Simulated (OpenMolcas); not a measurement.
**Bi2+: effect of the active space**

```yaml
Program: OpenMolcas
Method: MS-CASPT2 or its RAS form, IPEA 0.25 Eh, imaginary shift 0.1 Eh
Basis: ANO-RCC-VTZP
Scalar_Hamiltonian: DKH2, point nucleus
Spin-orbit_coupling: RASSI with atomic mean-field integrals over the reference wave functions, term energies averaged over their components
```

A. 3 electrons in 4 orbitals (6s 6p); 2S+1 = 4 odd, 1 root; 2S+1 = 2 odd, 11 roots; 2S+1 = 4 even, 3 roots; 2S+1 = 2 even, 9 roots; closed shells correlated: 5d; CASPT2 step about 5 core-seconds
B. 3 electrons in 9 orbitals (RAS2 6s 6p; RAS3 6d, at most 2 electrons); 2S+1 = 4 odd, 1 root; 2S+1 = 2 odd, 11 roots; 2S+1 = 4 even, 3 roots; 2S+1 = 2 even, 9 roots; closed shells correlated: 5d; CASPT2 step about 20 core-seconds

Energies in cm⁻¹ above 6s² 6p ²P°_1/2, the measured ground level; measured values from Moore, Atomic Energy Levels, vol. III, NSRDS-NBS 35 (1971 reprint of NBS Circular 467, 1958).

```json
{"Level": "6s² 6p ²P°_1/2", "A": "0.0", "B": "0.0", "Measured": "0.0"}
{"Level": "6s² 6p ²P°_3/2", "A": "18230", "B": "18350", "Measured": "20788"}
{"Level": "6s 6p² ⁴P_1/2", "A": "72120", "B": "72700", "Measured": "70254"}
{"Level": "6s 6p² ⁴P_3/2", "A": "82650", "B": "83140", "Measured": "83038"}
{"Level": "6s 6p² ⁴P_5/2 [68 %]", "A": "88580", "B": "89640", "Measured": "89236"}
{"Level": "6s 6p² ²D_3/2", "A": "99580", "B": "97800", "Measured": "108586"}
```

Deviations, from unrounded energies. A percentage is the sum of absolute deviations over the sum of measured energies, with the sign that they share, or ± where signs differ.

```tsv
Against measurement	Levels	A	B
mean absolute deviation (cm-1)	5	2900	3200
fine structure of the ground term (%)	1	-12.3	-11.7
other configurations (%)	4	±3.4	±3.9
```

A lies closest to measurement on these levels. The largest miss of A in the table is 6s 6p² ²D_3/2, by -9000 cm-1. The ranking rests on the paired levels alone, and a cruder setting can come out closer through cancelling errors.

Between A and B the level of the table that moves most is 6s 6p² ²D_3/2, by 1800 cm-1 (lowest in B, highest in A). Moves below CASPT2's spread within the term are not significant.

CASPT2 does not keep the components of a term degenerate, so their means are used; among the terms shown or strongly mixed into the levels shown the widest spread is 1100 cm-1 (6s 6p² ²D, A). Over all roots computed the reference weight is 0.84 to 0.93 in A; the roots of lowest weight are the least certain, and an intruder state may touch them. Spin-orbit splittings of 6p shells tend to come out small when the coupling is added on scalar orbitals. Terms of s pⁿ other than that of highest spin mix with s² pⁿ⁻² d, which this space lacks; all of them can be thousands of cm-1 off, and some have no real level of that name (holds for A). The run also gave levels led by 6s 6p 6d, which use shells meant for correlation; these and all levels above them are left out (holds for B). Some terms mix strongly with configurations of 6d, whose occupation reaches 0.31 (6s 6p² ²D) (holds for B). Measured partners are found by configuration, term and J. A level has none where our copy of the source lacks it or the pairing is in doubt (some pairs that miss far off the trend of their configuration count as doubtful), and it then counts in no deviation. Levels of configurations outside the active space are missing. Levels that lie high or do not pair safely by name in every column are left out.

A share in square brackets marks a mixed level and gives the weight of the term that names it, the lowest over the columns. ° marks odd parity.
